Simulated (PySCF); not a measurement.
2,2-difluoro-1-silylethanone (C2H4F2OSi), SMILES O=C([SiH3])C(F)F. Atoms are numbered in the order given.

```xyz
10

O     -0.3838     0.5466     1.8273
C     -0.0946     0.2199     0.7003
Si     1.7390     0.3539     0.0506
C     -1.1741    -0.3083    -0.2558
F     -1.1858     0.4857    -1.3569
F     -0.8199    -1.5607    -0.6409
H      2.5731    -0.4495     0.9834
H      1.8818    -0.1401    -1.3432
H      2.1088     1.7920     0.1386
H     -2.1751    -0.3250     0.2083
```
Charge 0, spin multiplicity 1.

Coordinates come from a B3LYP-D3(BJ)/def2-SVP optimisation. Other conformers were not sampled.

The numbers are results of PBE/pcSseg-1 run with PySCF, not measurements.

GIAO shieldings, no solvent; atoms alike by connectivity are averaged. δ = σ(ref) − σ: ¹⁷O against H2O (σ = 334.3 ppm); ¹³C against TMS (σ = 182.0 ppm); ²⁹Si against TMS (σ = 335.4 ppm); ¹⁹F against CFCl3 (σ = 133.6 ppm); ¹H against TMS (σ = 31.49 ppm), references at their B3LYP-D3(BJ)/def2-TZVP geometries, non-relativistic.

```json
[
 {"atoms": "O1", "nucleus": "¹⁷O", "count": "1", "δ (ppm)": "830.3"},
 {"atoms": "C2", "nucleus": "¹³C", "count": "1", "δ (ppm)": "235.0"},
 {"atoms": "C4", "nucleus": "¹³C", "count": "1", "δ (ppm)": "?"},
 {"atoms": "Si3", "nucleus": "²⁹Si", "count": "1", "δ (ppm)": "?"},
 {"atoms": "F5, F6", "nucleus": "¹⁹F", "count": "2", "δ (ppm)": "?"},
 {"atoms": "H10", "nucleus": "¹H", "count": "1", "δ (ppm)": "5.42"},
 {"atoms": "H7, H8, H9", "nucleus": "¹H", "count": "3", "δ (ppm)": "4.47"}
]
```

Q: Fill in the missing entries. (An estimate is asked for; the answer gives what the named calculation found.)

A: 
- Si3, δ (ppm): -94.4
- C4, δ (ppm): 122.1
- F5, F6, δ (ppm): -157.4
